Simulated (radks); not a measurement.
The tungsten ion W+ inside a hard spherical wall (all orbitals vanish at R), configuration held at [Xe] 4f14 5d4 6s1 and not refilled when levels cross. All-electron calculation, scalar-relativistic Kohn-Sham, PBEsol, spin-polarised, spherical densities, point nucleus; open shells are filled with parallel spins first (spin-orbit coupling, left out, can overturn this in heavy ions). Program: a radial shooting solver on a logarithmic mesh with Libxc functionals. Eigenvalues in eV for spin up, with the zero of energy where the potential of the charges vanishes at infinity; a dash marks a level that is unbound or too diffuse for the functional's potential to be trusted. A positive occupied level is held by the wall or, in an anion where self-interaction has pushed it up, behind a barrier. The pressure on the wall is -dE/dV.

R (bohr)  E (hartree)  kinetic (hartree)    e(5p)    e(4f)    e(6s)    e(5d)  e(6p, empty)  e(7s, empty)  pressure (GPa)
free      -16137.5772          17783.366  -51.395  -40.532  -13.072  -12.780        -7.286             -               0
20        -16137.5772          17783.366  -51.395  -40.532  -13.072  -12.780        -7.286             -        < 0.0001
15        -16137.5772          17783.366  -51.395  -40.532  -13.072  -12.780        -7.286             -        < 0.0001
12        -16137.5772          17783.366  -51.395  -40.532  -13.072  -12.780        -7.285        -3.222        < 0.0001
10        -16137.5772          17783.367  -51.393  -40.530  -13.071  -12.778        -7.272        -2.758        0.000742
5         -16137.5135          17783.800  -50.014  -39.029  -11.339  -11.515        -3.662        15.344            9.15
3         -16136.0088          17790.378  -39.979  -27.099   12.558    0.641        30.538        107.29             732
2.5       -16133.4879          17800.631  -30.260  -15.801   43.084   14.160        68.936        192.76            3140
2         -16125.0774          17832.817   -5.328    9.505   122.67   48.269        161.66        381.23           17800
1.5       -16089.4611          17955.507   79.462   75.648   366.96   155.99        429.08        880.61          150000
